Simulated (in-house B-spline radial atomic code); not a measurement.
Ag. Computed with a B-spline radial atomic code. Model: non-relativistic spherical atom: semilocal Troullier-Martins pseudo-atom, one channel per l, against all electrons, high spin, G0W0 and RPA with empty states to l = 8, local potential for every l without a channel, a model core (radius 0 = none) keeps its share of the functional.

Without relativity these are model numbers for so heavy an element.

What the tables leave out is listed at the end.

The pseudopotential gives back the lowest level of each angular momentum of its own functional in the configuration it was made in; a second state of the same l is only approximately right. Exact exchange, RPA and GW see the smooth pseudo-orbitals and miss the exchange with the core, for which the functional's share stands in. The column with an uncorrelated core keeps all orbitals and exact exchange, and so separates missing core correlation from pseudisation. Only the three outermost levels and the lowest empty one were computed. RPA here is direct RPA, with no exchange kernel, and its energies carry an (l + 1/2)⁻⁴ tail. A hybrid on a potential with a model core restores only its own semilocal share of the core's exchange.

Command:
```bash
python run_psgw.py task.json out
```
Settings (lengths in bohr, energies in hartree):
```
Z                      47
electrons              47
configuration          [Kr] 4d10 5s1
generated_in           [Kr] 4d10 5s1
functional             pbe,pbe
core_shells            6
radius_factor          1
core_correction        False
ion_configuration      [Kr] 4d10
```

Run time, properties included: 91 s on 1 thread of Arm Neoverse N1, on a shared host.

Given: made with PBE; model core radius 0 bohr; local radius 0.874 bohr; mean-field start PBE.

Valence shells of the generating configuration: 4s, 4p, 4d, 5s.

Channel: s 0.846, p 0.881, d 1.034 (radii in bohr).

Computed: largest level miss in the spin-unpolarised generating configuration 0.076 eV; valence RPA correlation energy all-electron orbitals -1.2438 hartree; all-electron RPA polarisability, core included 43.598 bohr³; ionisation by mean-field all-electron 7.3695 eV; ionisation by mean-field pseudo minus all 0.107 eV; ionisation by RPA all-electron 7.5309 eV; ionisation by RPA pseudo minus all 0.064 eV.

```
          level  occupied  mean-field all-electron (eV)  mean-field pseudo minus all (eV)  G0W0 all-electron (eV)  G0W0 uncorrelated core minus all (eV)  G0W0 pseudo minus all (eV)  exchange self-energy all-electron (eV)  exchange self-energy pseudo (eV)
          5s up         1                       -4.3115                            -0.077                 -7.2873                                  0.018                      -0.091                                 -10.114                           -9.7165
5s down (empty)         0                       -3.5331                            -0.079                 -1.3362                                  0.019                      -0.032                                 -2.6462                           -2.1653
```

(1) What is the valence RPA correlation energy pseudo?

(2) What is the pseudo-atom RPA polarisability?

Given: mean-field start PBE0.

Computed: valence RPA correlation energy all-electron orbitals -1.1789 hartree; all-electron RPA polarisability, core included 38.007 bohr³; pseudo-atom RPA polarisability 36.991 bohr³; ionisation by mean-field all-electron 7.0762 eV; ionisation by RPA all-electron 7.3847 eV; ionisation by RPA pseudo minus all 0.067 eV.

```
          level  occupied  mean-field all-electron (eV)  mean-field pseudo minus all (eV)  G0W0 all-electron (eV)  G0W0 uncorrelated core minus all (eV)  G0W0 pseudo minus all (eV)  exchange self-energy all-electron (eV)  exchange self-energy pseudo (eV)
          5s up         1                       -4.8705                            -0.077                 -7.3061                                   0.02                      -0.084                                 -9.8633                           -9.4906
5s down (empty)         0                       -2.4828                            -0.061                 -1.0737                                  0.018                      -0.031                                 -2.2632                           -1.8636
```

(3) What is the ionisation by mean-field pseudo minus all?

(4) What is the valence RPA correlation energy pseudo?

Given: mean-field start Hartree-Fock.

Computed: valence RPA correlation energy pseudo -1.0671 hartree; all-electron RPA polarisability, core included 33.038 bohr³; pseudo-atom RPA polarisability 32.419 bohr³; ionisation by mean-field all-electron 5.9214 eV; ionisation by RPA all-electron 7.0034 eV; ionisation by RPA pseudo minus all 0.065 eV.

| level | occupied | mean-field all-electron (eV) | mean-field pseudo minus all (eV) | G0W0 all-electron (eV) | G0W0 uncorrelated core minus all (eV) | G0W0 pseudo minus all (eV) | exchange self-energy all-electron (eV) | exchange self-energy pseudo (eV) |
| --- | --- | --- | --- | --- | --- | --- | --- | --- |
| 5s up | 1 | -6.014 | -0.059 | -7.0011 | 0.016 | -0.056 | -8.7059 | -8.4176 |
| 4d down | 1 | -14.597 | -0.053 | -14.019 | 0.116 | 0.045 | -35.823 | -32.158 |
| 4d up | 1 | -14.64 | -0.057 | -14.088 | 0.11 | 0.037 | -35.509 | -31.922 |

(5) What is the valence RPA correlation energy all-electron orbitals?

(6) What is the ionisation by mean-field pseudo minus all?

## Answers

(1) -1.2894 hartree.

(2) 42.324 bohr³.

(3) 0.097 eV.

(4) -1.2233 hartree.

(5) -1.0265 hartree.

(6) 0.057 eV.

Among the listed levels the largest G0W0 shift of the pseudo-atom is -0.09 eV, for 5s up on the PBE start, while leaving the core uncorrelated moves that level by +0.02 eV. The rest, -0.11 eV, comes from pseudisation and the lost core exchange. Not in the tables (levels of low weight, unsolved or above zero; the highest and the empty levels are kept at any weight): on PBE the G0W0 levels 4d down (pseudo minus all -0.07 eV, weights 0.08 and 0.08), 4d up (pseudo minus all -0.08 eV, weights 0.08 and 0.08); on PBE0 the G0W0 levels 4d down (pseudo minus all -0.10 eV, weights 0.71 and 0.71), 4d up (pseudo minus all -0.10 eV, weights 0.67 and 0.67).
